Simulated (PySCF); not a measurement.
ethenyl silylformate (C₃H₆O₂Si), SMILES O=C([SiH3])OC=C.

The structure is a stationary point at PBE0-D3(BJ)/def2-SVP. One conformer was computed; it need not be the lowest.

Two levels are set side by side: PBE/def2-TZVP (PySCF) and B3LYP/def2-TZVP (PySCF). Same geometry, gas phase. Differences are taken from unrounded values.

```json
[
 {"quantity": "orbital gap (eV)", "B3LYP": "5.94"},
 {"quantity": "highest occupied level (eV)", "B3LYP": "-7.32"},
 {"quantity": "lowest empty level (eV)", "B3LYP": "-1.38"},
 {"quantity": "dipole moment (D)", "B3LYP": "1.67"},
 {"quantity": "mean polarisability (bohr³)", "B3LYP": "71.1"}
]
```

Problem. What does PBE give, and how far is it from B3LYP? (Estimate from the structure and the level; the computed values follow.)

Solution. 
```
quantity                       PBE  PBE minus B3LYP
---------------------------  -----  ---------------
orbital gap (eV)              4.18            -1.76
highest occupied level (eV)  -6.37             0.95
lowest empty level (eV)      -2.19            -0.80
dipole moment (D)             1.57            -0.09
mean polarisability (bohr³)   74.4              3.3
```

PBE's occupied levels lie high since its potential decays too fast outside the molecule; exact exchange lowers them and widens the gap. Loosely held outer electrons make PBE densities more polarisable. Differences between two approximate levels are no errors against the true value.

Rough cost on one machine, each run with all the roots and properties that it gave: B3LYP against PBE within a factor of 2.
